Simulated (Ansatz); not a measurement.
`CC[O][Ga]([O]CC)[O]CC`, 25 atoms. Total charge 0; spin multiplicity 1. Correlated methods include outer-core shells of Ga, which these sets cover unevenly. Scalar relativity is left out up to krypton. Hardware: A = 4 threads of an AMD EPYC 7R13 on a shared host and a share of an NVIDIA H100 80 GB; B = 4 threads of an AMD EPYC 7R13 on a shared host. Correlated methods freeze the cores.

(1) Give the basis size and wall time and peak host memory of each of these runs in Ansatz. RKS PBE0-D4/def2-TZVP relaxation (13 steps) [A]; RKS PBE0-D4/def2-SVP energy [B]; RKS PBE-D4/def2-TZVPP energy and forces [A]; RKS ωB97M-V/def2-SVP energy [B]; RKS CAM-B3LYP-D4/def2-TZVPP energy [A]; RKS B2PLYP (frozen core)/def2-TZVPP energy [A]; direct RPA on PBE orbitals/def2-TZVPP energy [A]; RHF-CCSD(T)/def2-TZVPP energy [A]; RHF-CCSD(T)/def2-SVP energy [A]; RKS revPBE-D4/def2-TZVPP energy [A]; RKS PBE0-D4/def2-QZVPP energy [A]; RKS ωB97M-V/def2-QZVPP energy [A]. (An estimate is asked.)

## Answers

(1) Computed: Other jobs shared the machine, so times are rough.

```csv
level,job,functions,wall time,peak host memory (GiB)
RKS revPBE-D4/def2-TZVPP,energy [A],537,4.7 s,1.1
RKS PBE0-D4/def2-SVP,energy [B],233,5.5 s,1.3
RKS CAM-B3LYP-D4/def2-TZVPP,energy [A],537,6.5 s,1.3
RKS PBE-D4/def2-TZVPP,energy and forces [A],537,7.5 s,1.1
RHF-CCSD(T)/def2-SVP,energy [A],233,12 s,1.3
RKS PBE0-D4/def2-QZVPP,energy [A],1052,12 s,1.6
RKS B2PLYP (frozen core)/def2-TZVPP,energy [A],537,13 s,2.9
RKS ωB97M-V/def2-SVP,energy [B],233,15 s,1.6
direct RPA on PBE orbitals/def2-TZVPP,energy [A],537,17 s,2.8
RKS ωB97M-V/def2-QZVPP,energy [A],1052,20 s,1.8
RKS PBE0-D4/def2-TZVP,relaxation (13 steps) [A],417,58 s,1.1
RHF-CCSD(T)/def2-TZVPP,energy [A],537,3.6 min,2.7
```
